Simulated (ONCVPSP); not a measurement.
# What one change does to a pseudopotential (hafnium, ONCV)

* Element: hafnium (Hf)
* Generator: ONCVPSP 4.0.1
* Type: optimised norm-conserving Vanderbilt (ONCV)
* Functional: PW91
* Relativity: scalar-relativistic
* Frozen core: [Kr] 4d10 4f14 5s2
* Valence charge: 10
* Reference configuration: 5p6 5d2 6s1.5 (charge +0.5)
* Partial waves: 6s: rc 2.95 bohr, ncon 4, nbas 7, qcut 2 1/bohr, 1 projector; 5p: rc 1.90 bohr, ncon 5, nbas 9, qcut 7.1 1/bohr, 2 projectors, debl 0.9 Ha; 5d: rc 2.05 bohr, ncon 4, nbas 7, qcut 5.2 1/bohr, 2 projectors, debl 2 Ha
* Local potential: polynomial inside 1.30 bohr (lpopt 3, dvloc0 4 Ha)
* Core correction: polynomial model core, fcfact 0.55

In the p channel the program set the typed energies aside and used -1.431, 0.250 Ha.

All-electron outer shells of the reference configuration (PW91, scalar-relativistic, ld1.x):

```json
{"shell": "5p", "level (eV)": "-38.93", "outermost node (bohr)": "0.60", "outermost maximum (bohr)": "1.16"}
{"shell": "4f", "level (eV)": "-20.19", "outermost node (bohr)": "–", "outermost maximum (bohr)": "0.45"}
{"shell": "6s", "level (eV)": "-8.00", "outermost node (bohr)": "1.36", "outermost maximum (bohr)": "2.85"}
{"shell": "5d", "level (eV)": "-5.87", "outermost node (bohr)": "0.67", "outermost maximum (bohr)": "1.69"}
```

Change: s: qcut 1.5; p: qcut 5.4; d: qcut 3.9.

Cutoffs: the cutoffs (Ha) at which the residual kinetic energy of the hardest occupied pseudo-wave falls to 1 and 0.1 mHa per electron; they do not see the model core or the augmentation charge, which bear on the density cutoff. Errors are all-electron minus pseudo energies relative to the spin-unpolarised reference configuration.

Task: Predict the effect on cutoff, ghosts and configuration errors.

Result: The potential gets harder (18 Ha and 22 Ha → 29 Ha and 42 Ha); both files keep a bound ghost (s); of the 4 tests that both files solve, the error grows in 1 and shrinks in 1 by more than 15 % and 0.3 meV (median size 12.7 → 11.0 meV).

| quantity | base | changed |
| --- | --- | --- |
| cutoff, loose | 18 Ha | 29 Ha |
| cutoff, tight | 22 Ha | 42 Ha |
| loose cutoff by channel | s 5.2 Ha, p 18 Ha, d 11 Ha | s 10 Ha, p 9.5 Ha, d 29 Ha |
| bound ghosts | s | s |
| GHOST(+) flags under 300 eV | none | none |
| error for 5p6 5d2 6s2, meV [ΔE -3.28 eV] | +0.5 | +0.9 |
| error for 5p6 5d2 6s1, meV [ΔE 4.75 eV] | -2.7 | -2.3 |
| error for 5p6 5d2 6s0, meV [ΔE 18.97 eV] | -23 | -20 |
| error for 5p6 5d3 6s0, meV [ΔE 6.75 eV] | -39 | -20 |
| s: phases at 3.00 bohr within 0.05 rad from the reference energy up to (Ha; the scan ends near 5) | n/a | n/a |
| p: phases at 1.92 bohr within 0.05 rad from the reference energy up to (Ha; the scan ends near 5) | to the end of the scan | to the end of the scan |
| d: phases at 2.08 bohr within 0.05 rad from the reference energy up to (Ha; the scan ends near 5) | to the end of the scan | to the end of the scan |
| rms error of d²Exc/dni dnj with the model core, mHa | 0.33 | 0.36 |

 A true bound ghost makes a file unfit for plane-wave use even where its test errors are small: the radial tests pick states by their node count and pass the ghost by.
